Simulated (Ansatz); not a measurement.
Born–Oppenheimer molecular dynamics of a periodic cell of 36 atoms, H₄CO (contents 6 CH3OH, density as packed 0.79 g/cm³ with natural masses). It goes on from the last frame of an earlier run, with new velocities.

The calculation used DFT PBE-D3(BJ), scalar-relativistic, plane waves, PAW in Ansatz. Settings: accuracy low, cutoff 420 eV, k mesh 1x1x1, fermi-dirac smearing 0.05 eV, no spin polarisation.

```
ensemble        : NVT, Langevin thermostat
time step       : 0.75 fs
steps asked     : 300
set temperature : 1000 K
friction        : 0.02 /fs
masses          : H 2.014 u
seed            : 415846
```

First frame:

```xyz
36
Lattice="7.3803 0.0000 0.0000 0.0000 7.3803 0.0000 0.0000 0.0000 7.3803" Properties=species:S:1:pos:R:3
C 3.893 2.848 2.680
O 4.065 1.487 2.660
H 3.808 3.153 1.615
H 4.317 1.072 3.519
H 2.989 3.182 3.123
H 4.693 3.504 3.248
C 5.050 1.512 7.050
O 4.248 1.334 5.823
H 5.788 2.287 6.953
H 3.507 0.810 6.244
H 4.499 1.787 7.987
H 5.685 0.586 7.206
C -0.318 6.153 3.065
O 0.607 5.145 3.393
H -0.397 6.702 2.053
H 0.428 4.383 2.759
H -1.406 6.035 3.306
H 0.058 7.050 3.908
C 3.227 5.113 5.564
O 2.567 3.897 5.176
H 2.858 5.878 4.760
H 2.972 3.226 5.820
H 2.885 5.518 6.516
H 4.341 5.169 5.444
C 1.379 1.964 -0.161
O 1.794 0.657 0.104
H 2.254 2.657 -0.498
H 2.472 0.733 0.891
H 0.630 1.840 -0.957
H 0.729 2.419 0.647
C 7.224 5.290 7.130
O 6.549 4.782 5.989
H 6.773 6.318 7.380
H 7.299 4.765 5.362
H 7.065 4.671 8.109
H 8.241 5.412 6.846
```

Question: What does the run give?

Answer: All steps were run.

```json
{
 "steps done": "300",
 "time covered": "225 fs",
 "mean temperature over the second half": "908 K",
 "spread of the potential energy over the second half": "9.3 meV per atom",
 "mean potential energy of the second half above the start": "19.1 meV per atom"
}
```

A run of 0.23 ps of so small a system gives no equilibrium averages. Limits of this set-up: coarse k mesh, low accuracy level.

Question: What happens to the structure?

Answer: Mean squared displacements from the first frame to the last, about the centre of mass: C 0.66 Å², O 0.88 Å², H 2.00 Å². This is one draw of velocities; another would differ in detail.

Question: How do temperature and energy run in time?

Answer: 
```csv
time (fs),T (K),potential energy less start (eV)
0.0,972,0.000
11.2,1010,-0.030
22.5,864,0.653
33.8,756,-0.057
45.0,614,0.379
56.2,674,0.147
67.5,850,0.092
78.8,686,1.124
90.0,839,0.355
101.2,949,0.910
112.5,882,1.117
123.8,888,0.740
135.0,928,0.636
146.2,968,0.582
157.5,835,1.253
168.8,888,0.795
180.0,761,1.035
191.2,946,0.321
202.5,881,0.907
213.8,1035,0.054
225.0,982,0.581
```

The run took 11 min on 1 thread of Intel(R) Xeon(R) Platinum 8259CL CPU @ 2.50GHz (Skylake/Cascade Lake) (shared host), peak memory 0.52 GiB.
